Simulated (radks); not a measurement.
Values are calculated unless marked as measured or tabulated.
Initial-state core-level shifts of the silver ion Ag+ when its valence configuration changes from [Kr] 4d10. Level of theory: scalar-relativistic Kohn-Sham, r2SCAN, spin-unpolarised, spherical densities, finite nucleus; meta-GGA in the generalised Kohn-Sham scheme; Fermi nuclear charge, rms radius 4.5454 fm (a radial shooting solver on a logarithmic mesh with Libxc functionals). Shifts are changes of the shell-averaged eigenvalues in eV (positive: less bound); the change of the density at the nucleus, which sets a Mossbauer isomer shift, is in e/bohr^3, on a base of 1.493e+05.

valence	2p	3s	3p	4s	density at nucleus
4d8 5s2	-10.939	-10.769	-10.769	-9.770	+63.27
4d8 5p2	-13.855	-13.717	-13.719	-12.759	+7.89
4d9 5s1	-5.264	-5.203	-5.204	-4.788	+28.36
4d9 5p1	-6.806	-6.766	-6.767	-6.398	+3.30
4d9.5 5p0.5	-3.378	-3.365	-3.365	-3.207	+1.48
4d9.5 5s0.5	-2.579	-2.554	-2.555	-2.367	+13.39
4d7 5s1 5p2	-19.848	-19.534	-19.535	-17.754	+45.19
